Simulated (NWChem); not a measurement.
Species: C₂HAlN₂O₂; SMILES O=C=[N][AlH][N]=C=O

```xyz
8

Al    -1.1516    -0.0014     0.0000
H     -2.7255    -0.0072     0.0000
N     -0.2285     0.0030     1.5207
C      0.3989     0.0007     2.5601
O      1.0067    -0.0016     3.5728
N     -0.2285     0.0030    -1.5207
C      0.3989     0.0007    -2.5601
O      1.0067    -0.0016    -3.5728
```
Atoms are numbered in this order, from 1.

Computed with NWChem. Medium grid unless said otherwise, to which SCAN and Minnesota functionals are sensitive. Structure relaxed at the PBE-D3(BJ)/def2-SVP level.

**Question.** Order these by “dipole (D)”, lowest first: LDA (Slater exchange, VWN5)/def2-SVP; LRC-wPBEh/def2-SVP; TPSS/def2-SVP; B3LYP/def2-SVP.

**Answer.** TPSS/def2-SVP (1.66), LDA (Slater exchange, VWN5)/def2-SVP (1.73), B3LYP/def2-SVP (1.85), LRC-wPBEh/def2-SVP (1.92)
